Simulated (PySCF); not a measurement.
C₃H₁₂Si₃, SMILES C([C@@H]1[SiH2][SiH2]C1)[SiH3]. Heavy atoms are numbered as in [SiH3:1][CH2:2][C@H:3]1[CH2:4][SiH2:5][SiH2:6]1. Hydrogens are named by the atom that carries them.

Coordinates come from a PBE-D3(BJ)/def2-SVP optimisation. The structure was generated by enumeration; whether it is a known compound was not checked. The values are those of a single conformer.

All values below come from PBE0/def2-TZVP (PySCF).

ESP charges are fitted to the potential on shells at 1.4 to 2.0 van der Waals radii. Atomic charges (e), one atom of each kind:

```csv
atom,ESP fit,Mulliken
Si1 (SiH3),0.21,0.14
C2 (CH2),-0.47,-0.34
C3 (CH),0.23,-0.17
C4 (CH2),-0.39,-0.35
Si5 (SiH2),0.16,0.10
Si6 (SiH2),-0.04,0.10
H on Si1,-0.07,-0.02
H on C2,0.15,0.13
H on C3,0.05,0.12
H on C4,0.14,0.13
H on Si5,-0.04,-0.01
H on Si6,-0.02,-0.01
```

Give the Mayer and Wiberg (Löwdin basis) orders of the bonds. (Estimate from the structure and the level; the computed values follow.)


```tsv
bond	Mayer	Wiberg
Si1–C2	1.00	1.16
C2–C3	0.97	1.24
C3–C4	0.95	1.17
C4–Si5	0.97	1.10
C3–Si6	0.96	1.03
Si5–Si6	0.98	1.07
```
